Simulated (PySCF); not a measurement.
C5H9F, SMILES C[C@@H]1C([C@H]1C)F.

Geometry: B3LYP-D3(BJ)/def2-SVP. The structure was generated by enumeration; whether it is a known compound was not checked.

The numbers are results of PySCF with ωB97X/def2-TZVP, not measurements.

Isolated molecule, no solvent.

| Quantity | Result |
|---|---|
| total energy | -295.80447 hartree |
| highest occupied level | -10.16 eV |
| lowest empty level | 3.39 eV |
| orbital gap | 13.56 eV |
| dipole moment | 1.75 D |
| quadrupole, principal values (traceless, Buckingham form, about the centre of nuclear charge) | -4.82, 1.63, 3.19 D·Å |
| mean static polarisability | 59.0 bohr³ (8.74 Å³) |
| polarisability, principal values | 53.4, 57.1, 66.3 bohr³ |
